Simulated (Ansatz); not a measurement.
Consider the redistribution: `C[Si]1([SeH])CO1` + `[NH2][Zr]([F])([F])[F]` → `F[Si]1([SeH])CO1` + `[CH3][Zr]([NH2])([F])[F]`.

Gas-phase electronic energies from Ansatz, PBE0-D4/def2-TZVP geometries. CCSD(T)/CBS is the MP2 limit (def2-TZVPP, def2-QZVPP) plus CCSD(T) − MP2 in def2-TZVPP, frozen cores. DFT in def2-TZVPP. B3LYP here is the variant with VWN-RPA as its local correlation; programs differ in this. Elements past krypton have def2 core potentials. For Se, Zr outer-core shells are correlated without core-valence functions, which leaves a few kJ/mol of doubt a bond. Scalar relativity is left out up to krypton. One conformer a species, not always the lowest.

Question: Is it downhill or uphill in electronic energy at CCSD(T)/CBS, and by how much? (An estimate is asked.)

Answer: Ansatz gave: Uphill: ΔE = +89.9 kJ/mol.

Question: What do these levels give: PBE-D4, PBE0-D4, ωB97X-V, B2PLYP, PBE0, B3LYP, HF/def2-TZVPP, MP2/def2-TZVPP, SCS-MP2/def2-TZVPP, CCSD(T)/def2-TZVPP, HF/def2-QZVPP, HF/CBS(def2)? (Estimate.)

Answer: Computed: PBE-D4 101.5, PBE0-D4 99.3, ωB97X-V 100.7, B2PLYP 94.2, PBE0 98.2, B3LYP 93.3, HF/def2-TZVPP 90.3, MP2/def2-TZVPP 93.7, SCS-MP2/def2-TZVPP 92.0, CCSD(T)/def2-TZVPP 90.5, HF/def2-QZVPP 90.0, HF/CBS(def2) 90.0 kJ/mol.

Largest T1 diagnostic among the species: 0.017.
